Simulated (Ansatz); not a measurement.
Reaction (ligand exchange at the Si–C bond): `OC([SiH3])O[SiH3]` + `N=CF` → `F/C=N/[SiH3]` + `OCO[SiH3]`

Computed with Ansatz on PBE0-D4/def2-TZVP structures; ΔE is electronic, products minus reactants. CCSD(T)/CBS is the MP2 limit (def2-TZVPP, def2-QZVPP) plus CCSD(T) − MP2 in def2-TZVPP, frozen cores. This one scheme is used for every species. DFT in def2-TZVPP. B3LYP here is the variant with VWN-RPA as its local correlation; programs differ in this. One conformer a species, not always the lowest.

Problem. Is it downhill or uphill in electronic energy at CCSD(T)/CBS, and by how much? (Estimate.)

Solution. Ansatz gave: Downhill: ΔE = -67.0 kJ/mol.

Problem. What do these levels give: PBE-D4, B3LYP-D4, ωB97X-V, ωB97M-V, PBE, r2SCAN, B3LYP, HF/def2-TZVPP, MP2/def2-TZVPP, SCS-MP2/def2-TZVPP, CCSD(T)/def2-TZVPP, MP2/CBS(def2)? (Best estimate.)

Solution. Ansatz gave: PBE-D4 -59.0, B3LYP-D4 -67.6, ωB97X-V -66.6, ωB97M-V -65.6, PBE -62.8, r2SCAN -68.7, B3LYP -73.6, HF/def2-TZVPP -88.8, MP2/def2-TZVPP -72.9, SCS-MP2/def2-TZVPP -74.1, CCSD(T)/def2-TZVPP -66.7, MP2/CBS(def2) -73.2 kJ/mol.

Largest T1 diagnostic among the species: 0.014.

The D4 term adds +6.1 kJ/mol with B3LYP and +3.4 kJ/mol with PBE0; it sums over pairs of atoms, weighted by their polarisabilities, and B3LYP, whose exchange is more repulsive, gets the larger term. From PBE to PBE0 (25 % exact exchange), in def2-TZVPP and without D4, ΔE moves by −5.4 kJ/mol.
